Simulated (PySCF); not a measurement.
# `C=C[SiH2][Se]C(C)C`, C₅H₁₂SeSi

Geometry:
```
atom   x (Å)   y (Å)   z (Å)
  C1   3.674  -0.574  -0.625
  C2   3.215   0.661  -0.511
 Si3   1.407   1.092  -0.248
 Se4   0.277  -0.871   0.020
  C5  -1.543  -0.112   0.363
  C6  -2.209   0.258  -0.948
  C7  -2.354  -1.126   1.148
  H8   3.008  -1.425  -0.565
  H9   4.717  -0.802  -0.781
 H10   3.905   1.492  -0.575
 H11   0.871   1.827  -1.401
 H12   1.209   1.902   0.959
 H13  -1.368   0.782   0.969
 H14  -2.343  -0.629  -1.565
 H15  -1.612   0.979  -1.503
 H16  -3.188   0.696  -0.757
 H17  -3.338  -0.720   1.378
 H18  -1.854  -1.379   2.082
 H19  -2.481  -2.040   0.569
```

Method: GIAO HF/pcSseg-1 magnetisability, rotational g tensor and spin-rotation constants, non-relativistic, gas phase (PySCF 2.14.0). Geometry: GFN2-xTB.

The calculation is non-relativistic, which matters for the atoms heavier than Zn.

Q: Give the nuclear spin-rotation constants along the inertial axes (H = +C I·J) beside the isotropic shieldings.

A: Rotational constants 3.2580, 0.8073, 0.7102 GHz. A star marks the isotopologue with that one atom substituted, in its own axes.
```csv
atom,isotope,Caa (kHz),Cbb (kHz),Ccc (kHz),mean (kHz),σ (ppm)
H8,1H,0.031,-0.022,-0.074,-0.021,26.1
H9,1H,0.256,-0.068,-0.078,0.037,25.7
H10,1H,0.098,-0.032,-0.078,-0.004,25.9
H11,1H,-0.270,-0.009,-0.029,-0.103,27.4
H12,1H,-0.266,-0.066,0.020,-0.104,27.4
H13,1H,-0.299,-0.053,-0.016,-0.123,29.5
H14,1H,-0.363,-0.055,-0.013,-0.144,30.7
H15,1H,-0.104,-0.046,-0.073,-0.074,30.3
H16,1H,-0.052,-0.064,-0.076,-0.064,30.8
H17,1H,-0.049,-0.064,-0.076,-0.063,30.7
H18,1H,-0.324,-0.055,-0.019,-0.132,30.4
H19,1H,-0.353,-0.048,-0.024,-0.142,30.8
C1,13C*,1.732,0.243,0.099,0.691,47.5
C2,13C*,1.613,0.245,0.086,0.648,60.1
Si3,29Si*,-1.640,-0.449,-0.407,-0.832,421.6
Se4,77Se*,1.623,1.134,0.927,1.228,2083.8
C5,13C*,0.498,0.118,0.113,0.243,160.5
C6,13C*,0.493,0.118,0.101,0.237,164.7
```
For the geometry as given, no vibrational averaging.

Q: How do the rotational constants and the g tensor change when H8, H9, H10, H11, H12, H13, H14, H15, H16, H17, H18, H19 are replaced by deuterium?

A: Constants 2.6241, 0.6879, 0.6083 GHz; g -0.0237, -0.0043, -0.0013, against -0.0295, -0.0051, -0.0014 before.
